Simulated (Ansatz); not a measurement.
One change: `[SiH3][O][Sc]([Cl])[O][SiH3]` becomes `[NH2][Sc]([O][SiH3])[O][SiH3]`.

Ansatz, PBE0-D4/def2-TZVP geometries, multiplicity 1. Each molecule was computed in one conformer, which needn't be the lowest.

Scalar relativity is left out up to krypton.

| property | `[SiH3][O][Sc]([Cl])[O][SiH3]` |
| --- | --- |
| HOMO energy (PBE0/def2-TZVPP) / eV | -8.67 |
| LUMO energy (B3LYP/def2-TZVPP) / eV | -2.82 |
| LUMO energy (PBE/def2-TZVPP) / eV | -3.39 |
| size of the dipole moment (B3LYP/def2-TZVPP) / D | 1.65 |
| size of the dipole moment (PBE/def2-TZVPP) / D | 1.64 |
| HOMO–LUMO gap (ωB97M-V/def2-TZVPP) / eV | 10.10 |

(1) What does the change do to each property? (An estimate is asked.)

Results:

(1) Ansatz gave: 
```csv
property,`[NH2][Sc]([O][SiH3])[O][SiH3]`,shift
HOMO energy (PBE0/def2-TZVPP) / eV,-7.36,1.31
LUMO energy (B3LYP/def2-TZVPP) / eV,-2.16,0.66
LUMO energy (PBE/def2-TZVPP) / eV,-2.70,0.69
size of the dipole moment (B3LYP/def2-TZVPP) / D,1.59,-0.06
size of the dipole moment (PBE/def2-TZVPP) / D,1.66,0.02
HOMO–LUMO gap (ωB97M-V/def2-TZVPP) / eV,9.41,-0.69
```

With PBE0 the HOMO rises by 1.31 eV and the LUMO rises by 0.66 eV, so the gap narrows by about 0.65 eV. PBE moves the HOMO by 1.21 eV and ωB97M-V by 1.20 eV. Dipoles are sizes alone; their direction can turn.

B3LYP here is the variant with VWN-RPA as its local correlation; programs differ in this.
